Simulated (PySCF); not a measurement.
# Worked example: oscillator strength and radiative lifetime

C6H10, SMILES C=C/C=C/CC.

Coordinates come from a PBE0-D3(BJ)/def2-SVP optimisation. Other conformers were not sampled.

TDA-M06-2X/def2-SVPD in PySCF 2.14.0 puts the first singlet state with f over 0.02 at 6.21 eV (vertical), with the transition dipole (2.753, 0.571, 0.216) in atomic units.

Problem. Find the oscillator strength, the wavelength and the radiative lifetime that this transition would have in vacuum if emission retraced absorption.

Solution. 
|μ|² = 7.9517 au, so |μ| = 7.17 D. ΔE = 6.21/27.211 = 0.2282 hartree. f = (2/3) ΔE |μ|² = 1.210 (the program prints 1.209).
λ = 1239.84/6.21 = 200 nm; ν = 50087 cm⁻¹.
Einstein's coefficient A = 0.6670 ν² f s⁻¹ (ν in cm⁻¹) = 2.0e9 s⁻¹, so τ = 1/A = 0.49 ns. This state is S1. The figure is the radiative limit of this one transition; relaxation, internal conversion, crossing to triplets and a medium change what is measured.
